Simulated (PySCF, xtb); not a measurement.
Ta(O)2(OH) (HO3Ta), SMILES [O]=[Ta](=[O])[OH], multiplicity 1.

xtb with GFN2-xTB at its own geometry gives an orbital gap of 0.83 eV and a dipole moment of 6.39 D.

Geometry: PBE0-D3(BJ)/def2-SVP. A frequency run showed that this geometry is not a minimum. The spin state was assumed, not searched. The def2 effective core potentials stand for the cores of Ta; spin–orbit coupling is left out. Other conformers were not sampled.

### Question
What does PBE0/def2-TZVPD in PySCF give? (The exact figures need the calculation; the answer reports its results.)

### Answer
gap 4.23 eV (levels -7.87 and -3.63 eV), dipole 5.36 D.
